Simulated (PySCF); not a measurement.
These 3 structures share the formula GeH7NSi. Theory: PySCF, PBE0-D3(BJ)/def2-SVP geometry optimisation, gas phase. One conformer each; no zero-point energy, no entropy. No frequencies were run at this level. Point groups hold within 0.08 Å.

Question: Order them by energy at this level, lowest first, and give relative energies in kJ/mol.
A. `[NH2:1][SiH2:2][GeH3:3]` with H–N1–Si2–Ge3 172° and -48°
B. `[SiH3][NH][GeH3]`
C. `[NH2:1][GeH2:2][SiH3:3]` with H–N1–Ge2–Si3 174° and -62°

Answer: A (0.0), B (11.3), C (40.7).

| SMILES | E (Eh) | E rel (kJ/mol) | dipole (D) | point group | A, B, C (MHz) |
| --- | --- | --- | --- | --- | --- |
| N[SiH2][GeH3] | -2424.62686 | 0.0 | 1.60 | – | 13539, 2255, 2033 |
| [SiH3][NH][GeH3] | -2424.62256 | 11.3 | 0.99 | – | 23121, 1997, 1923 |
| [NH2][GeH2][SiH3] | -2424.61136 | 40.7 | 1.25 | – | 10276, 2942, 2436 |
